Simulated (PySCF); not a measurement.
M06-L on Os⁻ (osmium, charge -1), [Xe] 4f14 5d7 6s2, high-spin 4F determinant. All numbers are calculated (PySCF 2.14, scalar relativity through the core potential, in aug-cc-pVDZ-PP with ECP60MDF (5s5p4d2f, 54 functions)).

```
cycle= 1 E= -90.8618747499856  delta_E= -0.0132  |g|= 0.0236  |ddm|= 0.478
cycle= 2 E= -90.8611738739021  delta_E= 0.000701  |g|= 0.0527  |ddm|= 0.171
cycle= 3 E= -90.862845237096  delta_E= -0.00167  |g|= 0.00646  |ddm|= 0.0512
cycle= 4 E= -90.8629997063392  delta_E= -0.000154  |g|= 0.00349  |ddm|= 0.0618
cycle= 5 E= -90.8630800174166  delta_E= -8.03e-05  |g|= 0.00103  |ddm|= 0.0682
cycle= 6 E= -90.8630868922449  delta_E= -6.87e-06  |g|= 0.00022  |ddm|= 0.0208
cycle= 7 E= -90.8630870005969  delta_E= -1.08e-07  |g|= 4.24e-05  |ddm|= 0.00333
cycle= 8 E= -90.8630870061133  delta_E= -5.52e-09  |g|= 1.71e-05  |ddm|= 0.00115
cycle= 9 E= -90.8630870076921  delta_E= -1.58e-09  |g|= 1.94e-06  |ddm|= 0.000385
cycle= 10 E= -90.8630870076955  delta_E= -3.42e-12  |g|= 1.69e-07  |ddm|= 4.74e-06
converged SCF energy = -90.8630870076955  <S^2> = 3.7966086  2S+1 = 4.0232368
```

Highest occupied orbital energy: 1.980 eV; ⟨L²⟩ = 12.03; populations by l: s 4.00, p 6.00, d 7.00, f 0.00.

(1) Can this result be used?

Results:

(1) With care. Self-consistency was reached. Energies and moments cover only the electrons outside the core potential. Spin-orbit coupling, absent here, splits the open shell strongly. At M06-L the highest occupied level has a positive energy, so only the finite basis holds that electron; in a semilocal or global hybrid functional this comes from self-interaction and does not mean that the real anion is unbound.
